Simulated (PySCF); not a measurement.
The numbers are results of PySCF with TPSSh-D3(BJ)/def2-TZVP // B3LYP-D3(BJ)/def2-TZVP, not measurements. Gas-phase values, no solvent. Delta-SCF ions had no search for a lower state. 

Reference species (SMILES): `C(=C)=CCl` (neutral, multiplicity 1).

| Property | Value |
|---|---|
| HOMO | -6.74 eV |
| vertical ionisation energy (Delta-SCF) | 9.45 eV |
| HOMO–LUMO gap | 5.48 eV |

Changed species: `ClC1=CC1`.

Task: Predict the effect on the HOMO, vertical ionisation energy (Delta-SCF) and HOMO–LUMO gap.

Result: the HOMO rises by 0.14 eV, to -6.60 eV; the vertical ionisation energy (Delta-SCF) falls by 0.08 eV, to 9.37 eV; the HOMO–LUMO gap goes up by 0.60 eV, to 6.08 eV.
